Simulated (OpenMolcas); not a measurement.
**Cr2+, Mo2+, W2+: d4 down the group**

```json
{"Program": "OpenMolcas 26.06", "Method": "SS-CASPT2, IPEA 0.25 Eh, imaginary shift 0.1 Eh", "Basis": "ANO-RCC-VQZP", "Scalar Hamiltonian": "DKH2, point nucleus", "Spin-orbit coupling": "RASSI with atomic mean-field integrals over the reference wave functions, term energies averaged over their components"}
```

Active space for each ion: 4 electrons in 10 orbitals (d d); closed shells correlated by CASPT2: Cr2+ 3s 3p; Mo2+ 4s 4p; W2+ 5s 5p.

Computed levels in cm-1 above 5D0:

| Level | Cr2+ | Mo2+ | W2+ |
| --- | --- | --- | --- |
| 5D1 | 68.4 | 244 | 2590 |
| 5D2 | 202 | 674 | 5030 |
| 5D3 | 398 | 1235 | 7000 |
| 5D4 | 648 | 1891 | 8500 |
| 3P0(1) | 16770 | 11370 | 11510 |
| 3P1(1) | 17180 | 12610 | 15260 |
| 3H4 | 17340 | 13060 | 14890 |
| 3H5 | 17500 | 13650 | 18160 |
| 3H6 | 17670 | 14190 | 19830 |
| weight of 5D in the lowest level (%) | 100 | 98 | 64 |

Mixed levels, with the weight of the term that names them: W2+ 5D0 (64 %), W2+ 3P0(1) (56 %), W2+ 3H4 (58 %).

Measured, with the error of the calculation in %. Measured levels: Cr2+ from Sugar and Corliss, J. Phys. Chem. Ref. Data 6, 317 (1977); Mo2+ from Sugar and Musgrove, J. Phys. Chem. Ref. Data 17, 155 (1988); W2+ from NIST levels as listed in McCann et al., Mon. Not. R. Astron. Soc. 538, 537 (2025).

| Level | Cr2+ | Mo2+ | W2+ |
| --- | --- | --- | --- |
| 5D1 | 62.2 (+9.9) | 242 (+0.6) | 2256 (+14.7) |
| 5D2 | 183 (+10.5) | 668 (+0.8) | 4461 (+12.7) |
| 5D3 | 357 (+11.5) | 1224 (+0.9) | 6278 (+11.6) |
| 5D4 | 576 (+12.6) | 1872 (+1.0) | 7687 (+10.6) |
| 3P0(1) | 16771 (0) | 11149 (+2.0) | 9904 (+16.2) |
| 3P1(1) | 17169 (+0.1) | 12510 (+0.8) | 12881 (+18.4) |
| 3H4 | 17274 (+0.4) | 12680 (+3.0) | 13701 (+8.7) |
| 3H5 | 17397 (+0.6) | 13276 (+2.8) |  |
| 3H6 | 17531 (+0.8) | 13811 (+2.8) |  |

The fine-structure level 5D4 changes by a factor of 13.1 from Cr2+ to W2+.

Without spin-orbit coupling 3P(1) lies 17130, 12240, 9270 cm-1 above 5D in that order; the difference to the level 3P0(1), of either sign, comes from spin-orbit coupling, which also lowers the zero.

CASPT2 does not keep the components of a term degenerate, so their means are used; among the terms shown or strongly mixed into the levels shown the widest spread is 340 cm-1 (5d4 1G(1), W2+). Over all roots computed the reference weight is 0.88 to 0.95 in W2+; the roots of lowest weight are the least certain, and an intruder state may touch them. Active for correlation alone: 4d; no level in the range computed is led by a configuration that fills it, so any true level of that kind is missing (holds for Cr2+). Active for correlation alone: 5d; no level in the range computed is led by a configuration that fills it, so any true level of that kind is missing (holds for Mo2+). Active for correlation alone: 6d; no level in the range computed is led by a configuration that fills it, so any true level of that kind is missing (holds for W2+). The CASPT2 spread within a term exceeds the gap to the next term for 5d4 3H and 5d4 3F(1), so the order of their levels is uncertain, and so are names and mixing where such terms share a J (holds for W2+). Some terms miss by over 15 % even with CASPT2, which points to a basis or an active space too small for the shells correlated (holds for W2+). Computed and measured levels are paired by configuration, term and J; levels that our copy of the source lacks, or whose pairing is in doubt (as where it misses far off the trend of its configuration), stay unpaired and out of the deviations. Only configurations of the active space appear.

A number in round brackets counts repeated terms of one configuration in the order of the reference energies.
